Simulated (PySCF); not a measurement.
```xyz
5
charge 0 multiplicity 1, angstrom
Tc    0.1032    0.0000    0.0730
O    -1.1709   -0.0001    1.1403
O     0.2205    1.3917   -0.8280
O     0.2206   -1.3917   -0.8281
H     1.4520    0.0000    1.0264
```

Computed with PySCF, PBE0, basis Tc def2-SVP with ECP28, O def2-SVP, H def2-SVP (scalar-relativistic core potentials, no spin–orbit coupling, density fitting).

This geometry of HTcO₃ is a stationary point at this level.

Question: What is the point group?

Answer: C3v.

Question: Is it a minimum?

Answer: Yes: all harmonic wavenumbers are real.

Question: What are the dipole moment and the gap between the highest occupied and lowest empty levels?

Answer: 1.33 D and 6.23 eV.

Question: Give the atomic charges and bond orders.

Answer: 
```
  atom  Mulliken  Löwdin  polar tensor  Mayer order to Tc1
   Tc1      1.02    0.22          1.73                   –
O2,3,4     -0.35   -0.08         -0.56                1.94
    H5      0.04    0.02         -0.05                0.91
```

Question: What is the atomisation energy, with and without zero-point energy?

Answer: 1898 kJ/mol without, 1852 kJ/mol with.

Stability towards spin polarisation was not tested. Only a few start shapes were tried, so a lower isomer may exist.
